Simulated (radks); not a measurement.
Coulomb parameter of the 3d shell of the zinc ion Zn2+ in the model configuration [Ar] 3d8.5 4p1.5, as a second difference U = [E(n + 0.25) + E(n - 0.25) - 2 E(n)] / (0.25)^2 with all orbitals relaxed. "Bare": the charge of the atom changes with n. "Screened": the 4p shell takes up the change at fixed total charge, which measures U(3d,3d) + U(4p,4p) - 2 U(3d,4p). Method: scalar-relativistic Kohn-Sham, SCAN, spin-unpolarised, spherical densities, finite nucleus; meta-GGA in the generalised Kohn-Sham scheme; Fermi nuclear charge, rms radius 3.9283 fm; computed with a radial shooting solver on a logarithmic mesh with Libxc functionals.

[
 {"case": "start", "configuration": "[Ar] 3d8.5 4p1.5", "E - E(n) (eV)": "0.000"},
 {"case": "bare +0.25", "configuration": "[Ar] 3d8.75 4p1.5", "E - E(n) (eV)": "-10.528"},
 {"case": "bare -0.25", "configuration": "[Ar] 3d8.25 4p1.5", "E - E(n) (eV)": "11.792"},
 {"case": "screened +0.25", "configuration": "[Ar] 3d8.75 4p1.25", "E - E(n) (eV)": "-6.129"},
 {"case": "screened -0.25", "configuration": "[Ar] 3d8.25 4p1.75", "E - E(n) (eV)": "6.555"}
]

U(bare) = 20.217 eV, U(screened by 4p) = 6.822 eV, against the Slater integral F0(3d,3d) = 31.304 eV with frozen orbitals.
